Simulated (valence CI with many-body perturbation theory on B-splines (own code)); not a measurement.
**Ho³⁴⁺ in brief**

Level of theory: configuration interaction combined with many-body perturbation theory (CI+MBPT): five valence electrons over a frozen Dirac-Fock core [Ar] 3d10, radial functions for each j: 9 s, 9 p, 8 d, 6 f, 3 g, 1 h, with the one-electron correlation potential Σ1 (screened to all orders), the two-electron term Σ2, the three-electron term Σ3, Breit, model QED; selected single and double excitations, second order for the rest (own B-spline code, finite nucleus).

The last digits are not significant, and no measured levels were compared; by estimate large intervals hold to a few tenths of a per cent, small ones and those within an open d or f shell to about a per cent. Among the levels kept, up to 780 cm⁻¹ of a level comes from second order outside the variational space, and about a tenth of that is noise between levels of different J, which matters for small intervals.

Levels are named by their leading jj configuration (3d3/2^4 stands for four electrons in 3d with j = 3/2), which in mixed levels can hold well under half, so a name can repeat and another be missing.

Rates and lifetimes use the calculated energies. Strong lines usually hold to 10 to 20 %, long lifetimes can be off by a factor of two.

Q: What is the ground level?

A: (4s^2 4p1/2^2 4p3/2) J=3/2, composition 45 % 4s²4p³ ²P° + 29 % 4s²4p³ ⁴S° + 26 % 4s²4p³ ²D°, g = 1.386.

Q: Where does the other parity begin?

A: At (4s^2 4p1/2^2 4d3/2) J=3/2, 128.12 eV.

Q: What are the static dipole polarisabilities of the lowest levels?

A: (4s^2 4p1/2^2 4p3/2) J=3/2 0.0614 (tensor 0.0041); (4s^2 4p1/2 4p3/2^2) J=3/2 0.0682 (tensor 0.00078); (4s^2 4p1/2 4p3/2^2) J=5/2 0.0679; (4s^2 4p1/2 4p3/2^2) J=1/2 0.0678 bohr³, of which the core gives 0.00352.

Q: Among levels below 256.27 eV, which E1 lines absorb most strongly from the ground level?

A: to (4s^2 4p1/2 4p3/2 4d3/2) J=5/2 at 6.334 nm, f = 0.691; to (4s^2 4p1/2 4p3/2 4d3/2) J=3/2 at 6.315 nm, f = 0.620; to (4s^2 4p1/2^2 4d5/2) J=5/2 at 8.360 nm, f = 0.278.

Q: What is the ionisation energy?

A: 1444.3 eV; NIST lists 1443 ± 5 eV (theoretical).
